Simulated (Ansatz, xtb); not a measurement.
# Two isomers of C4H7NOSi2

Structure X is `N#CC#C[SiH2]CO[SiH3]`, a singlet and structure Y is `N#CC1=C[SiH2]CO[SiH2]1`, a singlet. Both are isolated molecules in the gas phase, relaxed with B3LYP-D3(BJ)/def2-SVP; the shapes shown needn't be the lowest conformers.

X (Å):

```yaml
atoms:
  - { symbol: C, position_ang: [-3.5408, 1.7864, 2.5445] }
  - { symbol: C, position_ang: [-2.6233, 1.8967, 1.5260] }
  - { symbol: C, position_ang: [-1.8070, 1.9974, 0.6207] }
  - { symbol: C, position_ang: [-0.1558, 0.3178, -1.3254] }
  - { symbol: N, position_ang: [-4.3179, 1.6906, 3.4070] }
  - { symbol: O, position_ang: [0.8090, 0.4220, -2.3641] }
  - { symbol: Si, position_ang: [-0.5716, 2.0822, -0.7527] }
  - { symbol: Si, position_ang: [2.3982, -0.0849, -2.2282] }
  - { symbol: H, position_ang: [0.6537, 2.7499, -0.2400] }
  - { symbol: H, position_ang: [-1.1609, 2.8674, -1.8673] }
  - { symbol: H, position_ang: [0.1948, -0.2919, -0.4698] }
  - { symbol: H, position_ang: [-1.0608, -0.1817, -1.7138] }
  - { symbol: H, position_ang: [3.0942, 0.6499, -1.1289] }
  - { symbol: H, position_ang: [2.4550, -1.5461, -1.9248] }
  - { symbol: H, position_ang: [3.0399, 0.2072, -3.5335] }
```

Y (Å):

```yaml
atoms:
  - { symbol: C, position_ang: [-2.3219, 2.6307, -0.0143] }
  - { symbol: C, position_ang: [-1.1588, 1.8476, -0.3111] }
  - { symbol: C, position_ang: [-0.2637, 1.5300, 0.6599] }
  - { symbol: C, position_ang: [1.0021, -0.4043, -1.2969] }
  - { symbol: N, position_ang: [-3.2855, 3.2592, 0.1547] }
  - { symbol: O, position_ang: [0.5366, 0.5593, -2.2460] }
  - { symbol: Si, position_ang: [1.2657, 0.4605, 0.3797] }
  - { symbol: Si, position_ang: [-0.9549, 1.2919, -2.1185] }
  - { symbol: H, position_ang: [-0.4556, 1.9105, 1.6729] }
  - { symbol: H, position_ang: [2.4811, 1.3231, 0.3517] }
  - { symbol: H, position_ang: [1.3898, -0.5222, 1.4949] }
  - { symbol: H, position_ang: [0.2870, -1.2446, -1.1928] }
  - { symbol: H, position_ang: [1.9381, -0.8386, -1.6840] }
  - { symbol: H, position_ang: [-2.0683, 0.3564, -2.4479] }
  - { symbol: H, position_ang: [-0.9599, 2.4623, -3.0266] }
```

Question: Estimate which is lower in electronic energy at CCSD(T)/def2-SVP + ΔMP2/def2-TZVPP, and by roughly how much.

Answer: The CCSD(T)/def2-SVP + ΔMP2/def2-TZVPP calculation puts structure Y lower, by 1.516 eV.

The same difference at several levels:

| level | geometry | E(Y) − E(X) (eV) | departure from the last row (eV) | job, with rough time for the two |
| --- | --- | --- | --- | --- |
| GFN2-xTB | GFN2-xTB | −0.989 | +0.527 | optimisation, 0.25 s |
| HF/STO-3G | GFN2-xTB | −1.967 | −0.451 | single point, 0.48 s |
| r2SCAN-D4/def2-SVP | GFN2-xTB | −1.648 | −0.132 | single point, 4.4 s |
| B3LYP-D3(BJ)/def2-SVP | B3LYP-D3(BJ)/def2-SVP | −1.548 | −0.031 | optimisation, 96 s |
| HF/def2-SVP | B3LYP-D3(BJ)/def2-SVP | −1.455 | +0.062 | part of the CCSD(T) run |
| MP2/def2-SVP | B3LYP-D3(BJ)/def2-SVP | −1.390 | +0.127 | part of the CCSD(T) run |
| CCSD(T)/def2-SVP | B3LYP-D3(BJ)/def2-SVP | −1.485 | +0.031 | single point |
| CCSD(T)/def2-SVP + ΔMP2/def2-TZVPP | B3LYP-D3(BJ)/def2-SVP | −1.516 |  | single point, 99 s |

As drawn, Y has 1 C=C, 1 C–Si, 1 C–H in place of 1 C≡C, 1 Si–H. Structure X has no ring, Y a 6-membered ring.

The levels shown agree on the order. The largest departure from CCSD(T)/def2-SVP + ΔMP2/def2-TZVPP is that of GFN2-xTB, 0.527 eV. The last row adds to CCSD(T) the change of the MP2 difference between the two basis sets, here −0.031 eV.

With thermal terms from frequencies at re-optimised GFN2-xTB minima (ideal gas, soft modes damped towards free rotors, one conformer each, 298.15 K, 1 atm): the zero-point term adds +0.142 eV; ΔH is −1.427 and ΔG −1.288 eV.

The correlated steps freeze 16 core orbitals. Programs: Ansatz 0.2.0, xtb 6.7.1; the last row on 4 threads of Arm Neoverse V1 on a shared host.
